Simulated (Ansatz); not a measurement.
Consider the homolysis of the N–Si bond: `C[SiH2]N[SiH2]O` → `[NH][SiH2]O`• + `C[SiH2]`•.

Calculated with Ansatz (gas phase, PBE0-D4/def2-TZVP geometries, no zero-point term in ΔE). CCSD(T)/CBS is the MP2 limit (def2-TZVPP, def2-QZVPP) plus CCSD(T) − MP2 in def2-TZVPP, frozen cores. DFT in def2-TZVPP. HSE06 is defined as in plane-wave codes. Open shells (•) are unrestricted, without spin–orbit coupling. One conformer a species, not always the lowest.

| level | ΔE (kcal/mol) | difference from CCSD(T)/CBS |
| --- | --- | --- |
| LDA (SPW92) | 125.8 | 7.6 |
| BLYP-D4 | 108.4 | -9.8 |
| r2SCAN-D4 | 108.5 | -9.7 |
| B97M-V | 112.1 | -6.1 |
| BHLYP-D4 | 111.5 | -6.7 |
| ωB97X-V | 116.1 | -2.1 |
| ωB97M-V | 117.5 | -0.7 |
| r2SCANh | 108.0 | -10.2 |
| HSE06 | 109.6 | -8.6 |
| LC-ωPBE | 111.9 | -6.3 |
| CCSD(T)/def2-SVP | 110.9 | -7.3 |
| HF/def2-TZVPP | 86.8 | -31.4 |
| SCS-MP2/def2-TZVPP | 119.1 | 0.9 |
| CCSD(T)/def2-TZVPP | 114.7 | -3.5 |
| HF/def2-QZVPP | 87.0 | -31.2 |
| MP2/CBS(def2) | 125.1 | 6.9 |
| CCSD(T)/CBS | 118.2 | 0 |

Largest T1 diagnostic among the species: 0.014.

At CCSD(T), def2-SVP lies −7.3 kcal/mol from the extrapolated value and def2-TZVPP −3.5 kcal/mol: correlation converges slowly with the basis, and small sets miss more of it in the bonded molecule than in its fragments. Leaving LDA and LC-ωPBE aside and taking each functional with its dispersion term where it has one, the values, not all of them listed here, spread over 10.1 kcal/mol, from revPBE-D4 to ωB97M-V. LDA lies +17.9 kcal/mol from PBE without D4, its usual overbinding.

CCSD(T)/CBS has its own doubt, a few kJ/mol and more with outer-core shells, so smaller differences from it don't rank the levels.
